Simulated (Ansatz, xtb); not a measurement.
**C4H5ClGeO2: 3 structures ranked**

3 gas-phase structures of C4H5ClGeO2, from a drawn sample of its isomers (lower ones may exist). Each was relaxed with GFN2-xTB; where two conformers were screened, the lower at r2SCAN-D4/def2-SVP is listed:

A. `O=C=C(C=O)[CH2][GeH2][Cl]`, a singlet
B. `O=C1C=[C](Cl)[GeH2][CH2]O1`, a singlet
C. `O=C1CC=[C]([GeH2][Cl])O1`, a singlet

Make a reasoned guess at their ranking by r2SCAN-D4/def2-SVP single-point energy.

Calculated order at r2SCAN-D4/def2-SVP: C (0.0), A (11.3), B (33.7) kcal/mol.

Energies above the lowest of each column, in kcal/mol; the last columns are at B3LYP-D3(BJ)/def2-SVP geometries:

| structure | GFN2-xTB | HF/STO-3G | r2SCAN-D4/def2-SVP | B3LYP-D3(BJ)/def2-SVP | CCSD(T)/def2-SVP + ΔMP2/def2-TZVPP |
| --- | --- | --- | --- | --- | --- |
| C | 0.0 | 0.0 | 0.0 | 0.0 | 0.0 |
| A | 24.4 | 48.2 | 11.3 | 8.4 | 12.0 |
| B | 50.0 | 47.8 | 33.7 | 34.5 | 35.1 |

Every level run on C puts it lowest or level with the lowest. Flexible structures stand in one conformer each, not always the lowest. The ΔMP2 step shifts differences by up to 4.1 kcal/mol, which makes them less sure. ΔMP2 is the change of the MP2 energy from the smaller to the larger basis.

Programs: Ansatz 0.2.0, xtb 6.7.1.
